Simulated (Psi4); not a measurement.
H6Ge2Se (SMILES [GeH3][Se][GeH3]), singlet, geometry from GFN2-xTB, atoms displaced at random by about 0.08 Å a coordinate; B3LYP/STO-3G, gradient (Psi4).

Here is a job for Psi4.
```
memory 2 GB

molecule {
0 1
  Se    0.00527230   -0.05984841    1.11388015
  Ge    0.54889394   -1.60361326   -0.41551115
  H     1.01683813   -2.88521393    0.12092474
  H    -0.63532922   -1.91834920   -1.43768011
  H     1.71277529   -1.19557600   -1.44049583
  Ge   -0.66854019    1.56777419   -0.37211283
  H    -0.93533164    2.89709134    0.53313025
  H     0.55576760    2.01043370   -1.28732912
  H    -1.74164330    1.15491284   -1.41034544
symmetry c1
no_reorient
no_com
}

set basis sto-3g

gradient('b3lyp')
print_variables()
```

Q: Predict the main parts of the log of this Psi4 run.

A: 
```
gradient() will perform analytic gradient computation.

   => Loading Basis Set <=

    Name: STO-3G
    Role: ORBITAL
    Keyword: BASIS

         ---------------------------------------------------------
                                   SCF
               by Justin Turney, Rob Parrish, Andy Simmonett
                          and Daniel G. A. Smith
                              RKS Reference
         ---------------------------------------------------------

  ==> Geometry <==

    Molecular point group: c1
    Full point group: C1

    Geometry (in Angstrom), charge = 0, multiplicity = 1:

       Center              X                  Y                   Z               Mass
    ------------   -----------------  -----------------  -----------------  -----------------
         SE           0.005272300000    -0.059848410000     1.113880150000    79.916521800000
         GE           0.548893940000    -1.603613260000    -0.415511150000    73.921177761000
         H            1.016838130000    -2.885213930000     0.120924740000     1.007825032230
         H           -0.635329220000    -1.918349200000    -1.437680110000     1.007825032230
         H            1.712775290000    -1.195576000000    -1.440495830000     1.007825032230
         GE          -0.668540190000     1.567774190000    -0.372112830000    73.921177761000
         H           -0.935331640000     2.897091340000     0.533130250000     1.007825032230
         H            0.555767600000     2.010433700000    -1.287329120000     1.007825032230
         H           -1.741643300000     1.154912840000    -1.410345440000     1.007825032230

  Running in c1 symmetry.

  Rotational constants: A =      0.12306  B =      0.03638  C =      0.02871 [cm^-1]
  Rotational constants: A =   3689.23951  B =   1090.56179  C =    860.77827 [MHz]
  Nuclear repulsion =  792.122874981574569

  Charge       = 0
  Multiplicity = 1
  Electrons    = 104
  Nalpha       = 52
  Nbeta        = 52

  ==> Algorithm <==

  SCF Algorithm Type is DF.
  DIIS enabled.
  MOM disabled.
  Fractional occupation disabled.
  Guess Type is SAD.
  Energy threshold   = 1.00e-08
  Density threshold  = 1.00e-08
  Integral threshold = 1.00e-12

  ==> Primary Basis <==

  Basis Set: STO-3G
    Blend: STO-3G
    Number of shells: 30
    Number of basis functions: 60
    Number of Cartesian functions: 63
    Spherical Harmonics?: true
    Max angular momentum: 2

  ==> DFT Potential <==

   => LibXC <=

    Version 7.1.2
[...]
  @DF-RKS Final Energy: -6484.60040408019904
    Total Energy =                      -6484.6004040801990413
[...]

    Version 7.1.2
    S. Lehtola, C. Steigemann, M. J. T. Oliveira, and M. A. L. Marques,  SoftwareX 7, 1–5 (2018) (10.1016/j.softx.2017.11.002)

   => Composite Functional: B3LYP <=

    B3LYP Hyb-GGA Exchange-Correlation Functional

    P. J. Stephens, F. J. Devlin, C. F. Chabalowski, and M. J. Frisch,  J. Phys. Chem. 98, 11623 (1994) (10.1021/j100096a001)

    Deriv               =              1
    GGA                 =           TRUE
    Meta                =          FALSE

    Exchange Hybrid     =           TRUE
    MP2 Hybrid          =          FALSE

   => Exchange Functionals <=

    0.0800   Slater exchange
    0.7200         Becke 88

   => Exact (HF) Exchange <=

    0.2000               HF

   => Correlation Functionals <=

    0.1900   Vosko, Wilk & Nusair (VWN5_RPA)
    0.8100   Lee, Yang & Parr

   => LibXC Density Thresholds  <==

    XC_HYB_GGA_XC_B3LYP:  1.00E-15

   => Molecular Quadrature <=

    Radial Scheme          =       TREUTLER
    Pruning Scheme         =           NONE
    Nuclear Scheme         =       TREUTLER

    Blocking Scheme        =         OCTREE
    BS radius alpha        =              1
    Pruning alpha          =              1
    Radial Points          =             75
    Spherical Points       =            302
    Total Points           =         190173
    Total Blocks           =           1476
    Max Points             =            256
    Max Functions          =             50
    Weights Tolerance      =       1.00E-15

  -Total Gradient:
     Atom            X                  Y                   Z
    ------   -----------------  -----------------  -----------------
       1        0.004745558278    -0.008432193044    -0.001877519163
       2       -0.015499023605     0.036105149767     0.075271088423
       3        0.011390763200    -0.024561082384     0.004485295647
       4       -0.035147550318    -0.010484177241    -0.036391613899
       5        0.036953149632     0.007871303686    -0.036716588091
       6       -0.008976091603    -0.055916263890     0.027115766070
       7       -0.003240552600     0.051800415047     0.035411372989
       8        0.037754842980     0.016299664381    -0.030125005813
       9       -0.027977761689    -0.012707157685    -0.037169531388

  Variable Map:
  ----------------------------------------------------------------------------
[...]
  Array Variable Map:
  ----------------------------------------------------------------------------
[...]
[...]
```
